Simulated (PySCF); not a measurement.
# Diatomics with 23 electrons

PBE0 in PySCF with def2-SVPD on every atom, for the lowest determinant that a PBE0 search found; no spin–orbit coupling. All have 23 electrons, 3 of them in the valence shells, and the same state, a doublet (σ ↑). For ions De leads to the atom and ion picked by measured ionisation energies and electron affinities.

```
species  difference of nuclear charges  Re (Å)  ωe (cm⁻¹)  k (mdyn/Å)  De (eV)  dissociates to
   Na₂⁻                              0   3.557        101      0.0695     0.82        Na + Na⁻
  NaAl⁺                              2   3.414        128       0.121     0.97        Na⁺ + Al
    KB⁺                             14   3.362        142       0.102     0.36          K⁺ + B
  CaBe⁺                             16   3.019        272       0.320     0.79        Ca⁺ + Be
```

Question: Which member of the whole set has the stiffest bond, and how does it compare with the softest?

Answer: CaBe⁺ with k = 0.320 mdyn/Å, 4.6 times that of Na₂⁻.

Weak bonds: KB⁺. Basis-set superposition, not corrected here, can be much of De in a small basis, most of all at correlated wavefunction levels. For an ion De counts to the pair picked by the measured ionisation energies or electron affinities, which need not be the lowest pair at this level. The highest Kohn–Sham level is positive in this anion. Much of that is self-interaction error, but it also means that the finite basis helps to hold the extra electron. States were picked by a PBE0 search and need not be the measured ground states.
